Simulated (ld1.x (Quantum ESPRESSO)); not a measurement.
## Pseudopotential generation for lithium (Li): TM, LDA (PZ), non-relativistic.

The input file (ld1.x (Quantum ESPRESSO) 7.5):

```
&input
   title='Li', zed=3., rel=0, dft='PZ', iswitch=3,
   config='[He] 2s1 2p0',
   nld=2, rlderiv=4.55, eminld=-6.0, emaxld=5.0, deld=0.02
 /
 &inputp
   pseudotype=2, tm=.true., lloc=-1, rcloc=4.05,
   nlcc=.false.,
   file_pseudopw='Li.UPF', file_wfcaegen='ae.wfc', file_wfcncgen='nc.wfc', file_beta='beta', file_chi='chi'
 /
2
1S  1  0   2.00   0.00  0.45  0.45  0.0
2P  2  1   0.00   0.00  4.20  4.20  0.0
 &test
   configts(1)='1s2 2s1 2p0'
 /
```

Command:

```bash
ld1.x < Li.in > Li.out
```

Resulting log (shortened: banner, matrices, multipoles, cross overlaps and the repeated all-electron block are left out):

```
Program LD1 v.7.5
     --------------------------- All-electron run ----------------------------

     Li

     atomic number is  3.00
     dft =PZ   lsd =0 sic =0 latt =0  beta=0.20 tr2=1.0E-14
     Exchange-correlation= PZ
                           (   1   1   0   0   0   0   0)
     mesh =1017 r(mesh) =  99.62247 a.u. xmin = -7.00 dx = 0.01250
     1 Ry =  13.60569312 eV

     n l     nl                  e(Ry)          e(Ha)          e(eV)
     1 0     1S 1( 2.00)        -3.7556        -1.8778       -51.0971
     2 0     2S 1( 1.00)        -0.2114        -0.1057        -2.8766
     2 1     2P 1( 0.00)        -0.0829        -0.0415        -1.1284

     final scf error:  4.8E-15 reached in  14 iterations

     Etot =     -14.668179 Ry,      -7.334090 Ha,    -199.570746 eV

     Ekin =      14.473224 Ry,       7.236612 Ha,     196.918245 eV
     Encl =     -33.820459 Ry,     -16.910229 Ha,    -460.150785 eV
     Eh   =       7.981468 Ry,       3.990734 Ha,     108.593401 eV
     Exc  =      -3.302412 Ry,      -1.651206 Ha,     -44.931607 eV

     normalization and overlap integrals

     s(1S/1S) =  1.000000  <r> =   0.5888  <r2> =    0.4766  r(max) =   0.3638
     s(2S/2S) =  1.000000  <r> =   3.9315  <r2> =   18.4457  r(max) =   3.1233
     s(2P/2P) =  1.000000  <r> =   5.0084  <r2> =   30.9506  r(max) =   3.9114

     ------------------------ End of All-electron run ------------------------

     --------------------- Generating NC pseudopotential ---------------------

      Generating local potential from pseudized AE potential:
      Matching radius rcloc =   4.0500

      Local pseudo, rcloc= 4.061 Estimated cut-off energy=     3.80 Ry

      Wfc   1S  rcut= 0.450  Using Troullier-Martins method

      Wfc   2P  rcut= 4.164  Using Troullier-Martins method

     ------------------- End of pseudopotential generation -------------------

     Computing logarithmic derivative in   4.57294

       Warning: n=1, l=0 expected 0 nodes, found 1
       Setting wfc to zero for this iteration
       (This warning will only be printed once per wavefunction)

     Computing logarithmic derivative in   4.57294
     Computing the partial wave expansion
     R is outside the sphere for l=    0 j= 0.00
     R is outside the sphere for l=    1 j= 0.00

     ---------------------- Testing the pseudopotential ----------------------

     Li

     atomic number is  3.00   valence charge is  3.00
     dft =PZ   lsd =0 sic =0 latt =0  beta=0.20 tr2=1.0E-14
     mesh =1017 r(mesh) =  99.62247 xmin = -7.00 dx = 0.01250

     n l     nl             e AE (Ry)        e PS (Ry)    De AE-PS (Ry)
     1 0     1S   1( 2.00)       -3.75556       -3.75556       -0.00000
     2 0     2S   1( 1.00)       -0.21143       -0.09963       -0.11180  !
     2 1     2P   1( 0.00)       -0.08294       -0.08294       -0.00000

     eps = 8.1E-15  iter = 34

     Etot =     -14.668179 Ry,      -7.334090 Ha,    -199.570746 eV
     Etotps =   -13.980279 Ry,      -6.990140 Ha,    -190.211386 eV

     Ekin =      13.595869 Ry,       6.797935 Ha,     184.981228 eV
     Encl =      -4.259833 Ry,      -2.129917 Ha,     -57.957987 eV
     Ehrt =       7.368285 Ry,       3.684143 Ha,     100.250625 eV
     Ecxc =      -3.182322 Ry,      -1.591161 Ha,     -43.297696 eV
     Epseu=     -27.502278 Ry,     -13.751139 Ha,    -374.187556 eV

     ---------------------- End of pseudopotential test ----------------------
```

Generation and configuration tests took about 0.81 s on one core of a shared server CPU.
